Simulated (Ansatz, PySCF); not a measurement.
Species: C4H5N, charge 0, singlet. C4H5N (SMILES C=CCC#N).
B3LYP-D3(BJ)/def2-TZVP minimum from Ansatz (a program for electronic structure):
```xyz
10

C     -2.1869     0.0014    -0.0997
C     -1.0155     0.1347     0.5022
C      0.1869    -0.7208     0.1919
C      1.3507     0.0760    -0.1935
N      2.2591     0.7158    -0.4883
H     -3.0292     0.6267     0.1648
H     -2.3480    -0.7354    -0.8782
H     -0.8741     0.8865     1.2709
H     -0.0398    -1.4231    -0.6129
H      0.4670    -1.3137     1.0688
```
Charge 0, spin multiplicity 1.

Atomisation energy term by term, kcal/mol (programs: Ansatz). Open shells are spin-unrestricted; no spin-orbit coupling. Correlated methods leave the cores frozen. Rows without X2C or -DK are non-relativistic. CBS(X,Y): correlation extrapolated as X^-3, Hartree-Fock from the larger set. A bracket is a step between two methods taken in the basis named. '+ core + X2C': CCSD(T) terms for core correlation (cc-pwCVTZ) and scalar relativity (cc-pVTZ-DK). For partners of very few electrons the exact lower level stands in for a higher one.

```json
[
 {"term": "Hartree-Fock", "basis": "cc-pVQZ", "kcal/mol": "760.62"},
 {"term": "CCSD correlation", "basis": "CBS(cc-pVTZ,cc-pVQZ)", "kcal/mol": "270.74"},
 {"term": "(T)", "basis": "CBS(cc-pVTZ,cc-pVQZ)", "kcal/mol": "21.30"},
 {"term": "CCSDT(Q) - CCSD(T)", "basis": "cc-pVDZ", "kcal/mol": "1.07"},
 {"term": "core correlation", "basis": "cc-pwCVTZ", "kcal/mol": "5.14"},
 {"term": "scalar relativity", "basis": "X2C, cc-pVTZ-DK", "kcal/mol": "-0.75"},
 {"term": "minus zero-point energy", "basis": "Hessian by PySCF at B3LYP-D3(BJ)/def2-TZVP", "kcal/mol": "-49.61"},
 {"term": "sum: D0", "basis": "", "kcal/mol": "1008.5"}
]
```
